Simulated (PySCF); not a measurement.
Input file for PySCF: R-B3LYP/6-31G* on AsH3 (SMILES [AsH3]) with ghost functions, monomers drawn apart or pushed together.

```python
from pyscf import gto, scf, dft, mp
from pyscf.data.elements import chemcore

mol = gto.M(
    atom='''
    As    0.33694215   -0.16113524    2.47719204
    H    -0.78511721   -0.55103395    3.40898942
    H     0.80963145    1.07502630    3.20366521
    H     1.38530159   -1.12636269    2.97577354
    ghost-B   -0.00516141   -0.05976899    0.62956386
    ghost-H   -0.86617620    0.77755847    0.57872414
    ghost-H   -0.35291625   -1.18244247    0.37704423
    ghost-H    1.06645547    0.26575107    0.19284969
    ''',
    basis='6-31g*',
    cart=True,
    charge=0, spin=0, verbose=3, max_memory=1800)
mf = dft.RKS(mol, xc='b3lyp')
mf.conv_tol = 1e-8
mf.max_cycle = 100
mf.kernel()
if not mf.converged:
    mf = mf.newton().run(mf.mo_coeff, mf.mo_occ)
```

The log:

```
converged SCF energy = -2237.41701354767
```

Self-consistency was reached.

Cost: around 2.5 core-seconds (rough).
